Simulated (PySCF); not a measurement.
# Sc²⁺: excitation energy

Sc²⁺ [Ar] 3d1 (2D) → Sc²⁺ [Ar] 4s1 (2S), as a difference of total energies. Calculation: PySCF 2.14, in x2c-TZVPPall with one added diffuse shell each of s, p, d, f type (7s6p5d3f1g, 80 functions); the spin-free X2C one-electron Hamiltonian (Gaussian nucleus). Correlated levels: valence and next inner shell: [Ne] frozen. The calculations carry no spin-orbit coupling.

```json
{"method": "UHF", "excitation energy (eV)": "2.970"}
{"method": "LDA", "excitation energy (eV)": "3.548"}
{"method": "PBE", "excitation energy (eV)": "3.636"}
{"method": "PBE0", "excitation energy (eV)": "3.639"}
{"method": "r2SCAN", "excitation energy (eV)": "3.841"}
{"method": "PW91", "excitation energy (eV)": "3.692"}
{"method": "r2SCAN0", "excitation energy (eV)": "3.756"}
{"method": "M06", "excitation energy (eV)": "3.564"}
{"method": "MN15", "excitation energy (eV)": "3.684"}
{"method": "MP2 (valence and next inner shell)", "excitation energy (eV)": "2.589"}
{"method": "SCS-MP2 (valence and next inner shell)", "excitation energy (eV)": "2.669"}
```

Question: How much does correlation contribute at MP2 (valence and next inner shell)?

Answer: 2.589 − (2.970) = -0.381 eV, measured against UHF.

A first-order spin-orbit estimate (lowest level to lowest level, LS coupling) adds 0.015 eV.
